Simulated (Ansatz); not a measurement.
Conformers of `N[SiH2]O[SiH2]N`, each relaxed with PBE0-D4/def2-TZVP in Ansatz. CBS adds the triple-zeta coupled-cluster correction to the MP2 limit.

Not all of them had a frequency check.

Conformer A:

Cartesian coordinates in Å:
```
N -1.059 -2.171 -0.280
Si 0.248 -1.354 -1.012
O 0.288 0.269 -0.808
Si 0.772 1.520 0.129
N -0.295 1.981 1.378
H -1.993 -2.107 -0.648
H -1.062 -2.386 0.703
H 1.487 -1.926 -0.425
H 0.149 -1.583 -2.472
H 0.918 2.682 -0.778
H 2.050 1.140 0.785
H -0.346 1.470 2.243
H -1.155 2.466 1.183
```

Conformer B:

```xyz
13

N    -1.983   -0.469   -0.875
Si   -1.413   -0.495    0.733
O    -0.128    0.469    1.055
Si    1.278    0.995    0.400
N     2.147   -0.149   -0.522
H    -1.590   -1.053   -1.592
H    -2.501    0.304   -1.256
H    -1.028   -1.900    1.016
H    -2.501   -0.020    1.618
H     0.977    2.124   -0.515
H     2.124    1.407    1.543
H     1.961   -0.304   -1.498
H     2.657   -0.910   -0.107
```

Conformer C:

```xyz
13

N    -0.344    0.597   -2.667
Si    0.792    0.133   -1.484
O     0.168   -0.071    0.014
Si    0.319   -0.395    1.609
N    -1.126   -0.252    2.501
H    -1.003   -0.065   -3.042
H    -0.707    1.535   -2.700
H     1.814    1.206   -1.412
H     1.373   -1.161   -1.919
H     1.287    0.572    2.184
H     0.784   -1.798    1.749
H    -1.847   -0.951    2.437
H    -1.508    0.650    2.730
```

Which is lowest in electronic energy at CCSD(T)/CBS (frozen core, def2 sets), and by how much? (Estimate.)

The calculation gave: B; A lies 0.8 kJ/mol higher, C lies 1.7 kJ/mol higher. Gaps under about 2 kJ/mol don't settle the order.

Give the energies relative to B (kJ/mol) with PBE0-D4/def2-TZVPP, ωB97M-V/def2-TZVPP, PBE/def2-TZVPP, r2SCAN/def2-TZVPP, HF/def2-TZVPP, MP2/def2-TZVPP, SCS-MP2/def2-TZVPP. (An estimate is asked.)

Computed: 
```csv
level,A,C
PBE0-D4/def2-TZVPP,1.2,2.0
ωB97M-V/def2-TZVPP,1.2,2.1
PBE/def2-TZVPP,-0.1,0.3
r2SCAN/def2-TZVPP,1.0,1.3
HF/def2-TZVPP,0.2,-0.8
MP2/def2-TZVPP,0.9,1.5
SCS-MP2/def2-TZVPP,0.7,1.1
```
